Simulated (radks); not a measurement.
Q: All-electron atom: Au2+ in [Xe] 4f14 5d9. All-electron calculation, scalar-relativistic Kohn-Sham, PBE, spin-polarised, spherical densities, finite nucleus; open shells are filled with parallel spins first (spin-orbit coupling, left out, can overturn this in heavy ions); Fermi nuclear charge, rms radius 5.4371 fm. Program: a radial shooting solver on a logarithmic mesh with Libxc functionals. Some entries of the table are withheld. Estimate them.

| orbital | occ. | eigenvalue (eV) | <1/r> (bohr^-1) | <r> (bohr) |
|---|---|---|---|---|
| 1s down | 1 | -80763.17 | 95.70 | 0.01687 |
| 1s up | 1 | -80763.17 | 95.70 | 0.01687 |
| 2s up | 1 | -14268.70 | 22.44 | 0.07114 |
| 2s down | 1 | -14268.62 | 22.44 | 0.07114 |
| 2p up | 3 | -12342.45 | 19.97 | 0.06424 |
| 2p down | 3 | -12342.39 | 19.97 | 0.06424 |
| 3s up | 1 | -3384.420 | 8.321 | 0.1839 |
| 3s down | 1 | -3384.392 | 8.321 | 0.1839 |
| 3p up | 3 | -2825.387 | 7.592 | 0.1851 |
| 3p down | 3 | -2825.355 | 7.592 | 0.1851 |
| 3d up | 5 | -2227.104 | 7.145 | 0.1677 |
| 3d down | 5 | -2227.050 | 7.145 | 0.1677 |
| 4s up | 1 | -751.5653 | 3.566 | 0.4071 |
| 4s down | 1 | -751.4932 | 3.566 | 0.4071 |
| 4p up | 3 | -568.1719 | 3.221 | 0.4335 |
| 4p down | 3 | -568.1053 | 3.221 | 0.4335 |
| 4d up | 5 | -347.6601 | 2.886 | 0.4584 |
| 4d down | 5 | -347.5830 | 2.886 | 0.4583 |
| 5s up | 1 | -130.1614 | 1.460 | 0.9268 |
| 5s down | 1 | -129.6658 | 1.462 | 0.9258 |
| 4f up | 7 | (1) | 2.462 | 0.4987 |
| 4f down | 7 | (2) | 2.463 | 0.4983 |
| 5p up | 3 | -81.5911 | 1.240 | 1.069 |
| 5p down | 3 | -80.9793 | 1.242 | 1.068 |
| 5d up | 5 | -27.6573 | 0.8747 | 1.494 |
| 5d down | 4 | -26.9844 | 0.8731 | 1.499 |

A: 
(1) 4f up eigenvalue (eV): -102.8885
(2) 4f down eigenvalue (eV): -102.7781
